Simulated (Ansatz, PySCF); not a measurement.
PySCF was given this input:
```python
from pyscf import gto, scf, cc

mol = gto.M(
    atom='''
Si   -0.001662    0.085384    0.004957
H    -1.257618   -0.625119    0.012335
H     1.280882   -0.570254   -0.081733
''',
    basis='def2-svpd',
    charge=0,
    spin=2,
    verbose=4,
)

mf = scf.UHF(mol)
mf.kernel()

mycc = cc.CCSD(mf, frozen=5)
mycc.kernel()
et = mycc.ccsd_t()
print('E(CCSD(T)) = %.10f' % (mycc.e_tot + et))
```

Problem. Write the same job for Ansatz (a quantum-chemistry and plane-wave program).

Solution. One answer among several that fit: 
Ansatz 0.2 input:
```yaml
crystal:
  periodic: [false, false, false]
  atoms:
    - {symbol: Si, position_ang: [-0.00166170, 0.08538378, 0.00495698]}
    - {symbol: H, position_ang: [-1.25761844, -0.62511866, 0.01233517]}
    - {symbol: H, position_ang: [1.28088231, -0.57025423, -0.08173290]}
basis:
  gaussian:
    orbitals: def2-SVPD
magnetization: {spin_polarized: true, initial_magnetization: 2}
correlation: {method: ccsd_t, electrons: outside_noble_gas}
accuracy: high
```

Both were run: PySCF gave -290.019089 Eh and Ansatz -290.019089 Eh, 0.000 mEh apart.
